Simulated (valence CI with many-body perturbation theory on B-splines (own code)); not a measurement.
## Energy levels of Se13+

Calculated by configuration interaction combined with many-body perturbation theory (CI+MBPT): three valence electrons over a frozen Dirac-Fock core [Ar], radial functions for each j: 9 s, 9 p, 10 d, 8 f, 5 g, 3 h, 1 i, with the one-electron correlation potential Σ1 (screened to all orders), the two-electron term Σ2, the three-electron term Σ3, Breit, model QED; selected single and double excitations, second order for the rest (own B-spline code, finite nucleus).

No measured levels were compared; by estimate terms of the open shell hold to 2 to 4 % of their energy, and close levels can change places. Core correlation moves these levels by up to 4200 cm⁻¹, and in measured spectra 5 to 20 % of such shifts remained as error; rates that hang on mixing are uncertain with them. Only levels of the ground parity were solved; by the run's estimate the other parity begins above the list, which can be wrong where configurations are misplaced.

Levels 1 to 19 of 19, with energies above the lowest level, 3d3 4F_3/2. "Leading %" is the weight of the configuration and term that name the level; weights of strongly mixed levels are sums over their largest components and can fall short. In the jj column 3d3/2^4 stands for four electrons in 3d with j = 3/2. Lifetimes count E1, E2, E3, M1 and M2 decay at the calculated energies, and are blank where another channel may lead or the interval is too uncertain; long ones can be off by a factor of two.

```tsv
No.	Configuration	Term	J	E (cm⁻¹)	Leading %	Lifetime	Leading jj	g
1	3d3	4F	3/2	0.0	98		3d3/2^3 (46 %)	0.407
2	3d3	4F	5/2	3968	99	376 ms	3d3/2^2 3d5/2 (82 %)	1.029
3	3d3	4F	7/2	8641	99	229 ms	3d3/2 3d5/2^2 (72 %)	1.234
4	3d3	4F	9/2	13591	96	311 ms	3d3/2 3d5/2^2 (51 %)	1.325
5	3d3	4P	3/2	38207	78	103 ms	3d3/2^2 3d5/2 (61 %)	1.617
6	3d3	4P	1/2	38666	92	1.43 s	3d3/2^2 3d5/2 (80 %)	2.501
7	3d3	2G	7/2	43380	98	21.7 ms	3d3/2 3d5/2^2 (51 %)	0.892
8	3d3	4P	5/2	44985	98	160 ms	3d3/2 3d5/2^2 (65 %)	1.591
9	3d3	2G	9/2	46163	73	17.0 ms	3d3/2^2 3d5/2 (71 %)	1.068
10	3d3	2D	3/2	53847	55	7.71 ms	3d3/2 3d5/2^2 (74 %)	1.099
11	3d3	2P	1/2	56733	92	26.4 ms	3d3/2 3d5/2^2 (80 %)	0.832
12	3d3	2H	9/2	61378	76	21.3 ms	3d3/2 3d5/2^2 (49 %)	0.957
13	3d3	2H	11/2	61890	100	80.4 ms	3d3/2 3d5/2^2 (100 %)	1.090
14	3d3	2D	5/2	63991	97	9.62 ms	3d3/2 3d5/2^2 (56 %)	1.204
15	3d3	2P	3/2	68082	57	8.76 ms	3d5/2^3 (85 %)	1.138
16	3d3	2F	7/2	93166	99	17.3 ms	3d3/2 3d5/2^2 (77 %)	1.140
17	3d3	2F	5/2	94905	98	24.6 ms	3d3/2 3d5/2^2 (50 %)	0.862
18	3d3	2D	5/2	143750	98	3.04 ms	3d3/2^2 3d5/2 (45 %)	1.195
19	3d3	2D	3/2	145370	100		3d3/2 3d5/2^2 (88 %)	0.798
```

Names give the largest LS component (configuration and term), which can be under half, so a name can repeat, a term be missing and a line seem to break the LS rules; names also repeat where a configuration has a term twice.

The ionisation energy to 3d2 3F_2 of the next ion comes out as 427.23 eV (NIST: 426 ± 3 eV (theoretical)). All 19 levels together are meant to be complete up to 151190 cm⁻¹.
